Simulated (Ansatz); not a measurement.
An input meant for the cluster SiTe₂⁺ (charge 1, doublet).

```yaml
crystal:
  periodic: [false, false, false]
  atoms:
    - {symbol: Si, position_ang: [1.396570, 0.423855, -0.096699]}
    - {symbol: Te, position_ang: [-0.303840, -1.499769, 0.103145]}
    - {symbol: Te, position_ang: [-1.092729, 1.075914, -0.006446]}
basis:
  gaussian: {orbitals: def2-SVP, final_grid: {core_spheres: 1, valence_spheres: 1, degree: 3}}
total_charge: 1
magnetization: {spin_polarized: true, initial_magnetization: 1}
hamiltonian: {xc: {name: wB97M-V}}
output: {forces: true}
```

```sh
$ ansatz run in.yaml --threads 4 --pin off --events-out ev --progress --plain --max-ram 3916MiB
```

Shortened log:

```
Functional definition: wB97M-V
832 factors; integrals over basis functions are off by at most 4.2e-4 eV
218 factors; integrals over basis functions are off by at most 2.9e-6 eV
mean field evaluation 1: about -22451.9823 eV, gradient 7.8e0 eV
mean field evaluation 2: about -22452.2333 eV, gradient 6.3e0 eV
mean field evaluation 4: about -22452.5106 eV, gradient 3.7e-1 eV
mean field evaluation 8: about -22518.7026 eV, gradient 1.7e0 eV
mean field evaluation 16: about -22518.7938 eV, gradient 2.7e-3 eV
mean field -22518.79378525 eV, -827.5504078212 hartree, gradient 6.6e-5 eV, S^2 0.772102; 2 other end points of the search recorded, 0 dependent functions left out
reference -22518.79378726 eV, -827.5504078952 hartree; 31, 30 occupied and 39, 40 virtual orbitals, 832 factors
Total energy: -22518.79378726 eV, -827.5504078952 hartree
Atom 0 at     1.396570     0.423855    -0.096699 Å, force    -2.761183    -0.835853     0.191059 eV/Å
Atom 1 at    -0.303840    -1.499769     0.103145 Å, force     0.451767     3.444757    -0.224226 eV/Å
Atom 2 at    -1.092729     1.075914    -0.006446 Å, force     2.309416    -2.608904     0.033166 eV/Å
Dipole moment:     0.669755     0.203220    -0.046371 e Å
```

In this input the integration grid is far too coarse. The run converged. The result belongs to that input, not to the species as meant.

In the def2 sets Te takes a core potential; there is no spin–orbit coupling.
